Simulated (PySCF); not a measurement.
Compound: C4H9O2PSi.
Numbering: `[CH3:1][O:2][C@@H:3]1[C:4](=[O:5])[CH2:6][Si@H:7]1[PH2:8]`

Geometry (GFN2-xTB, Å), atoms numbered from 1 in this order:
```
atom  x, y, z in Å
C1    -2.688   -0.810    0.147
O2    -1.314   -1.115    0.035
C3    -0.465   -0.062    0.399
C4    -0.343    1.114   -0.555
O5    -1.133    1.527   -1.358
C6     1.118    1.484   -0.403
Si7    1.442   -0.305    0.214
P8     2.543   -0.418    2.157
H9    -3.226   -1.713   -0.133
H10   -2.943   -0.536    1.179
H11   -2.970    0.007   -0.521
H12   -0.722    0.320    1.403
H13    1.552    1.884   -1.315
H14    1.245    2.229    0.382
H15    1.755   -1.224   -0.883
H16    2.356   -1.781    2.318
H17    3.786   -0.588    1.572
```

Definitions: NICS(0) = −σiso at the ring centroid; NICS(1) = −σiso and NICS(1)zz = −σzz at ±1 Å along the ring normal z. Level: GIAO PBE0/pcSseg-1 (PySCF, non-relativistic, gas phase) on the GFN2-xTB geometry, one conformer.

Ring bond lengths (Å), with Mayer bond orders in brackets: C3–C4 1.520 (0.91), C4–C6 1.514 (0.96), C6–Si7 1.919 (0.91), Si7–C3 1.931 (0.85).

Problem. What do the NICS probes read (ppm)?

Solution. 
```csv
ring,type,NICS(0),"NICS(1), two faces","NICS(1)zz, two faces",rms pucker (Å),"centre to ring atoms, mean (Å)"
C3–C4–C6–Si7,4-membered ring with Si; formal bonds all single,0.8,-2.9 / -3.7,-1.9 / 1.2,0.14,1.20
```

Problem. What do they say, and how far can they be read as aromaticity?

Solution. 
- C3–C4–C6–Si7: mean NICS(1)zz -0.4 ppm, near zero. C3, C6, Si7 have four or more neighbours, and the NICS criterion for π rings isn't applied. The two faces differ by 3.1 ppm, so no symmetry operation interchanges them.

Problem. At the second NICS(1) probe listed for ring C3–C4–C6–Si7, 1 Å off the ring, how large is the induced field along the normal in 11.7 T applied along it?

Solution. NICSzz × B0 = 1.2 ppm × 11.7 T = 14 μT, along the applied field.
